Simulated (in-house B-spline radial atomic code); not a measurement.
Orbital energies and mean radii along the 34-electron series, configuration [Ar] 3d10 4s2 4p4. The effective charge is n√(-2ε), a non-relativistic measure. Computed with a B-spline radial code for spherical atoms: Dirac-Hartree-Fock, average of the configuration, finite nuclei.

```json
{"ion": "Se", "Z": "34", "energy of 4p1/2 (Eh)": "-0.40153", "mean radius of 4p1/2 (bohr)": "2.2719", "energy of 3p1/2 (Eh)": "-6.8817", "mean radius of 3p1/2 (bohr)": "0.58121", "effective charge of 4p1/2": "3.5845"}
{"ion": "Br+", "Z": "35", "energy of 4p1/2 (Eh)": "-0.83998", "mean radius of 4p1/2 (bohr)": "1.9481", "energy of 3p1/2 (Eh)": "-8.1402", "mean radius of 3p1/2 (bohr)": "0.55544", "effective charge of 4p1/2": "5.1845"}
{"ion": "Kr2+", "Z": "36", "energy of 4p1/2 (Eh)": "?", "mean radius of 4p1/2 (bohr)": "?", "energy of 3p1/2 (Eh)": "?", "mean radius of 3p1/2 (bohr)": "?", "effective charge of 4p1/2": "?"}
{"ion": "Rb3+", "Z": "37", "energy of 4p1/2 (Eh)": "-1.9782", "mean radius of 4p1/2 (bohr)": "1.5656", "energy of 3p1/2 (Eh)": "-11.111", "mean radius of 3p1/2 (bohr)": "0.5096", "effective charge of 4p1/2": "7.9564"}
{"ion": "Sr4+", "Z": "38", "energy of 4p1/2 (Eh)": "-2.6654", "mean radius of 4p1/2 (bohr)": "1.4365", "energy of 3p1/2 (Eh)": "-12.805", "mean radius of 3p1/2 (bohr)": "0.48916", "effective charge of 4p1/2": "9.2354"}
{"ion": "Zr6+", "Z": "40", "energy of 4p1/2 (Eh)": "-4.2612", "mean radius of 4p1/2 (bohr)": "1.2417", "energy of 3p1/2 (Eh)": "-16.586", "mean radius of 3p1/2 (bohr)": "0.45249", "effective charge of 4p1/2": "11.677"}
{"ion": "Nb7+", "Z": "41", "energy of 4p1/2 (Eh)": "-5.1669", "mean radius of 4p1/2 (bohr)": "1.1654", "energy of 3p1/2 (Eh)": "-18.669", "mean radius of 3p1/2 (bohr)": "0.436", "effective charge of 4p1/2": "12.858"}
{"ion": "Mo8+", "Z": "42", "energy of 4p1/2 (Eh)": "-6.143", "mean radius of 4p1/2 (bohr)": "1.099", "energy of 3p1/2 (Eh)": "-20.88", "mean radius of 3p1/2 (bohr)": "0.42058", "effective charge of 4p1/2": "14.021"}
{"ion": "Tc9+", "Z": "43", "energy of 4p1/2 (Eh)": "-7.1891", "mean radius of 4p1/2 (bohr)": "1.0404", "energy of 3p1/2 (Eh)": "-23.217", "mean radius of 3p1/2 (bohr)": "0.40613", "effective charge of 4p1/2": "15.167"}
{"ion": "Ru10+", "Z": "44", "energy of 4p1/2 (Eh)": "?", "mean radius of 4p1/2 (bohr)": "?", "energy of 3p1/2 (Eh)": "?", "mean radius of 3p1/2 (bohr)": "?", "effective charge of 4p1/2": "?"}
{"ion": "Rh11+", "Z": "45", "energy of 4p1/2 (Eh)": "-9.4897", "mean radius of 4p1/2 (bohr)": "0.94153", "energy of 3p1/2 (Eh)": "-28.27", "mean radius of 3p1/2 (bohr)": "0.37984", "effective charge of 4p1/2": "17.426"}
{"ion": "Pd12+", "Z": "46", "energy of 4p1/2 (Eh)": "-10.744", "mean radius of 4p1/2 (bohr)": "0.89925", "energy of 3p1/2 (Eh)": "-30.986", "mean radius of 3p1/2 (bohr)": "0.36785", "effective charge of 4p1/2": "18.542"}
{"ion": "Ag13+", "Z": "47", "energy of 4p1/2 (Eh)": "-12.067", "mean radius of 4p1/2 (bohr)": "0.86079", "energy of 3p1/2 (Eh)": "-33.828", "mean radius of 3p1/2 (bohr)": "0.35653", "effective charge of 4p1/2": "19.651"}
{"ion": "Cd14+", "Z": "48", "energy of 4p1/2 (Eh)": "-13.459", "mean radius of 4p1/2 (bohr)": "0.82562", "energy of 3p1/2 (Eh)": "-36.797", "mean radius of 3p1/2 (bohr)": "0.34584", "effective charge of 4p1/2": "20.753"}
{"ion": "In15+", "Z": "49", "energy of 4p1/2 (Eh)": "-14.921", "mean radius of 4p1/2 (bohr)": "0.7933", "energy of 3p1/2 (Eh)": "-39.894", "mean radius of 3p1/2 (bohr)": "0.33572", "effective charge of 4p1/2": "21.851"}
{"ion": "Sn16+", "Z": "50", "energy of 4p1/2 (Eh)": "?", "mean radius of 4p1/2 (bohr)": "?", "energy of 3p1/2 (Eh)": "?", "mean radius of 3p1/2 (bohr)": "?", "effective charge of 4p1/2": "?"}
{"ion": "Sb17+", "Z": "51", "energy of 4p1/2 (Eh)": "-18.052", "mean radius of 4p1/2 (bohr)": "0.73587", "energy of 3p1/2 (Eh)": "-46.471", "mean radius of 3p1/2 (bohr)": "0.31702", "effective charge of 4p1/2": "24.035"}
```

Fill in the row of Kr2+.

energy of 4p1/2 (Eh): -1.3683; mean radius of 4p1/2 (bohr): 1.7291; energy of 3p1/2 (Eh): -9.5543; mean radius of 3p1/2 (bohr): 0.53163; effective charge of 4p1/2: 6.617.

Fill in the row of Ru10+.

energy of 4p1/2 (Eh): -8.3048; mean radius of 4p1/2 (bohr): 0.98831; energy of 3p1/2 (Eh): -25.68; mean radius of 3p1/2 (bohr): 0.39258; effective charge of 4p1/2: 16.302.

Fill in the row of Sn16+.

energy of 4p1/2 (Eh): -16.452; mean radius of 4p1/2 (bohr): 0.76349; energy of 3p1/2 (Eh): -43.118; mean radius of 3p1/2 (bohr): 0.32613; effective charge of 4p1/2: 22.945.

How does the screening of 4p1/2 change?

Z less the effective charge goes from 30.42 at Z = 34 to 26.97 at Z = 51.
